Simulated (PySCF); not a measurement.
PySCF input (M06-2X/6-311+G**):

```python
from pyscf import gto, dft

mol = gto.M(
    atom='''
    N    -0.00000000   -0.00000000   -1.03778016
    S     0.00000000    0.00000000    0.45402882
    ''',
    basis='6-311+g**',
    charge=0,
    spin=1,
    symmetry='C2v',
    verbose=4,
)

mf = dft.UKS(mol, xc='m062x')
mf.grids.level = 4
mf.conv_tol = 1e-9
mf.max_cycle = 100
mf.max_memory = 1500
mf.kernel()
if not mf.converged:
    mf = mf.newton()
    mf.kernel(mf.make_rdm1())
mf.dip_moment()
```

Output:

```
PySCF version 2.14.0

[INPUT] verbose = 4
[INPUT] num. atoms = 2
[INPUT] num. electrons = 23
[INPUT] charge = 0
[INPUT] spin (= nelec alpha-beta = 2S) = 1
[INPUT] symmetry C2v subgroup None
[INPUT] Mole.unit = angstrom
[INPUT] Symbol           X                Y                Z      unit          X                Y                Z       unit  Magmom
[INPUT]  1 N      0.000000000000   0.000000000000  -1.037780160000 AA    0.000000000000   0.000000000000  -1.961120279907 Bohr   0.0
[INPUT]  2 S      0.000000000000   0.000000000000   0.454028820000 AA    0.000000000000   0.000000000000   0.857990122459 Bohr   0.0

nuclear repulsion = 39.728844924261
point group symmetry = Coov, use subgroup C2v
symmetry origin: [ 0.00000000e+00  0.00000000e+00 -7.72329061e-17]
symmetry axis x: [1. 0. 0.]
symmetry axis y: [0. 1. 0.]
symmetry axis z: [0. 0. 1.]
num. orbitals of irrep A1 = 26
num. orbitals of irrep A2 = 2
num. orbitals of irrep B1 = 12
num. orbitals of irrep B2 = 12
number of shells = 24
number of NR pGTOs = 84
number of NR cGTOs = 52
basis = 6-311+g**
ecp = {}

******** <class 'pyscf.dft.uks_symm.SymAdaptedUKS'> ********
method = SymAdaptedUKS
initial guess = minao
damping factor = 0
level_shift factor = 0
DIIS = <class 'pyscf.scf.diis.CDIIS'>
diis_start_cycle = 1
diis_space = 8
diis_damp = 0
SCF conv_tol = 1e-09
SCF conv_tol_grad = None
SCF max_cycles = 100
direct_scf = True
direct_scf_tol = 1e-13
number electrons alpha = 12  beta = 11
XC library pyscf.dft.libxc version 7.1.2
    S. Lehtola, C. Steigemann, M. J. T. Oliveira, and M. A. L. Marques,  SoftwareX 7, 1–5 (2018)
XC functionals = m062x
    Y. Zhao and D. G. Truhlar,  Theor. Chem. Acc. 120, 215 (2008)
    Y. Zhao and D. G. Truhlar,  Theor. Chem. Acc. 120, 215 (2008)
radial grids:
    Treutler-Ahlrichs [JCP 102, 346 (1995); DOI:10.1063/1.469408] (M4) radial grids

becke partition: Becke, JCP 88, 2547 (1988); DOI:10.1063/1.454033
pruning grids: <function nwchem_prune>
grids dens level: 4
symmetrized grids: C2v
atomic radii adjust function: <function treutler_atomic_radii_adjust>
small_rho_cutoff = 0
Freeze 0 electrons in irreps []
    23 free electrons in irreps A1 A2 B1 B2
Set gradient conv threshold to 3.16228e-05
tot grids = 56568
init E= -452.940814008413
alpha HOMO (B1) = -0.145036437815018  LUMO (B2) = -0.145036437815016
beta  HOMO (A1) = -0.385788489341223  LUMO (B1) = -0.145036437815018

WARN: HOMO -0.145036437815018 >= LUMO -0.145036437815018

WARN: alpha-B1 HOMO -0.145036437815018 > system LUMO -0.145036437815018

WARN: alpha-B2 LUMO -0.145036437815016 < system HOMO -0.145036437815018

WARN: beta-B1 LUMO -0.145036437815018 < system HOMO -0.145036437815018

WARN: beta-B2 LUMO -0.145036437815016 < system HOMO -0.145036437815018

cycle= 1 E= -452.830536765002  delta_E= 0.11  |g|= 0.154  |ddm|= 1.13
alpha HOMO (B1) = -0.286232151892304  LUMO (B2) = -0.110939755787923
beta  HOMO (B1) = -0.445756277675579  LUMO (B2) = -0.0977558550118838
  HOMO = -0.286232151892  LUMO = -0.110939755788  gap/eV = 4.76995
cycle= 2 E= -452.836258750406  delta_E= -0.00572  |g|= 0.118  |ddm|= 0.23
alpha HOMO (B1) = -0.277840999511083  LUMO (B2) = -0.102132470850819
beta  HOMO (B1) = -0.428288164896627  LUMO (B2) = -0.0879737127633407
  HOMO = -0.277840999511  LUMO = -0.102132470851  gap/eV = 4.78127
cycle= 3 E= -452.83959855729  delta_E= -0.00334  |g|= 0.0758  |ddm|= 0.131
alpha HOMO (B1) = -0.271498245373246  LUMO (B2) = -0.0927811589698999
beta  HOMO (B1) = -0.419090845658308  LUMO (B2) = -0.0775714855283436
  HOMO = -0.271498245373  LUMO = -0.0927811589699  gap/eV = 4.86314
cycle= 4 E= -452.842203408806  delta_E= -0.0026  |g|= 0.0164  |ddm|= 0.0526
alpha HOMO (B1) = -0.274916455253796  LUMO (B2) = -0.0951261791170408
beta  HOMO (B1) = -0.420536238778638  LUMO (B2) = -0.0783697364011013
  HOMO = -0.274916455254  LUMO = -0.095126179117  gap/eV = 4.89234
cycle= 5 E= -452.842408672121  delta_E= -0.000205  |g|= 0.0037  |ddm|= 0.02
alpha HOMO (B1) = -0.275217153802741  LUMO (B2) = -0.0954083709267746
beta  HOMO (B1) = -0.420066503066138  LUMO (B2) = -0.0777576543424585
  HOMO = -0.275217153803  LUMO = -0.0954083709268  gap/eV = 4.89285
cycle= 6 E= -452.842455196928  delta_E= -4.65e-05  |g|= 0.00242  |ddm|= 0.00862
alpha HOMO (B1) = -0.275229403127291  LUMO (B2) = -0.0957722821219722
beta  HOMO (B1) = -0.419813120344352  LUMO (B2) = -0.0773307875646294
  HOMO = -0.275229403127  LUMO = -0.095772282122  gap/eV = 4.88328
cycle= 7 E= -452.84248388556  delta_E= -2.87e-05  |g|= 0.00106  |ddm|= 0.00899
alpha HOMO (B1) = -0.275316089593811  LUMO (B2) = -0.0961917481693213
beta  HOMO (B1) = -0.419917018157677  LUMO (B2) = -0.0771687835500883
  HOMO = -0.275316089594  LUMO = -0.0961917481693  gap/eV = 4.87422
cycle= 8 E= -452.84249236879  delta_E= -8.48e-06  |g|= 0.000316  |ddm|= 0.00651
alpha HOMO (B1) = -0.275265822579738  LUMO (B2) = -0.0962230322063951
beta  HOMO (B1) = -0.419883044868041  LUMO (B2) = -0.0770476049588389
  HOMO = -0.27526582258  LUMO = -0.0962230322064  gap/eV = 4.87200
cycle= 9 E= -452.842492959246  delta_E= -5.9e-07  |g|= 0.000107  |ddm|= 0.00169
alpha HOMO (B1) = -0.275271428664734  LUMO (B2) = -0.0962401923680387
beta  HOMO (B1) = -0.419879555828681  LUMO (B2) = -0.0770287457124601
  HOMO = -0.275271428665  LUMO = -0.096240192368  gap/eV = 4.87169
cycle= 10 E= -452.842493009828  delta_E= -5.06e-08  |g|= 3.69e-05  |ddm|= 0.00042
alpha HOMO (B1) = -0.275275654035703  LUMO (B2) = -0.0962448407831369
beta  HOMO (B1) = -0.419884708662304  LUMO (B2) = -0.0770241789389603
  HOMO = -0.275275654036  LUMO = -0.0962448407831  gap/eV = 4.87168
cycle= 11 E= -452.842493015142  delta_E= -5.31e-09  |g|= 1.02e-05  |ddm|= 0.000141
alpha HOMO (B1) = -0.275275188336408  LUMO (B2) = -0.0962437676604129
beta  HOMO (B1) = -0.419883397792842  LUMO (B2) = -0.0770224737211738
  HOMO = -0.275275188336  LUMO = -0.0962437676604  gap/eV = 4.87169
cycle= 12 E= -452.842493015371  delta_E= -2.29e-10  |g|= 1.52e-06  |ddm|= 2.89e-05
alpha HOMO (B1) = -0.275274984424117  LUMO (B2) = -0.0962436672313913
beta  HOMO (B1) = -0.419883547405541  LUMO (B2) = -0.0770224132532036
  HOMO = -0.275274984424  LUMO = -0.0962436672314  gap/eV = 4.87169
Extra cycle  E= -452.842493015373  delta_E= -2.05e-12  |g|= 1.05e-06  |ddm|= 3.27e-06
converged SCF energy = -452.842493015373  <S^2> = 0.75864814  2S+1 = 2.0086295
Dipole moment(X, Y, Z, Debye):  0.00000,  0.00000,  1.96496
```

The geometry given is a B3LYP-D3(BJ)/def2-TZVP minimum.
